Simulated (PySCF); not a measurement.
# [NdF4]− at several levels of theory

Computed with PySCF 2.14.0 (density fitting, no spin-orbit coupling) at the geometry relaxed with PBE0:

```xyz
5
[NdF4]− (singlet in the valence; each metal's 4f electrons, 3 of them, lie in its core potential, out of spins and levels)
Nd    0.0000    0.0000    0.0000
F     1.2303    1.2303    1.2303
F    -1.2303   -1.2303    1.2303
F     1.2303   -1.2303   -1.2303
F    -1.2303    1.2303   -1.2303
```

| level | basis | state | HOMO (eV) | gap (eV) | charge on Nd1 (e) | population of f-type functions on Nd1 (polarisation alone where 4f lies in the core) | dipole about the centre of mass (D) | largest force component (eV/Å) |
| --- | --- | --- | --- | --- | --- | --- | --- | --- |
| PBE0 | Nd lcecp-1-SVP with ECP49, F def2-SVP | singlet | -4.73 | 8.41 | 1.06 | 0.11 | 0.00 | 0.01 |
| BP86 | the same | singlet | -2.85 | 6.15 | 0.81 | 0.11 | 0.00 | 0.12 |
| M06-L | the same | singlet | -3.02 | 6.96 | 1.21 | 0.10 | 0.00 | 0.13 |

In the lcecp rows the 4f levels are missing from HOMO and gap, and the state counts the valence alone.

Charges are Mulliken's, which hang on the basis. The relaxation used the grid (50, 194), these runs (75, 302) or, all-electron (x2c bases, spin-free X2C Hamiltonian), (99, 590).

Problem. What does PBE0 with Nd lcecp-1-TZVP with ECP49, F def2-TZVP give here?

Solution. state singlet, HOMO (eV) -5.09, gap (eV) 8.63, charge on Nd1 (e) 1.60, population of f-type functions on Nd1 (polarisation alone where 4f lies in the core) 0.14, dipole about the centre of mass (D) 0.00, largest force component (eV/Å) 0.16. Time: 9.1 s on 2 threads of Arm Neoverse V2, with other jobs on the host, from free ions and atoms.

In the first row's basis the gap widens with exact exchange: 6.2 to 7.0 eV for BP86, M06-L (none); 8.4 eV for PBE0 (a fixed share).

An lcecp potential fixes the number of 4f electrons, so in runs with it no electron can move into or out of that shell.
